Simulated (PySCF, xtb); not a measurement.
Ti(F)4(OH2) (F4H2OTi), SMILES [OH2]->[Ti]([F])([F])([F])[F], multiplicity 1.

GFN2-xTB run with xtb at its own geometry gives an orbital gap of 5.32 eV and a dipole moment of 5.73 D.

Geometry optimised at PBE0-D3(BJ)/def2-SVP. The spin state was assumed, not searched.

**Question.** What does ωB97X/def2-TZVP in PySCF give? (Estimate from the structure and the level; the computed values follow.)

**Answer.** gap 13.25 eV (levels -13.46 and -0.21 eV), dipole 4.19 D.
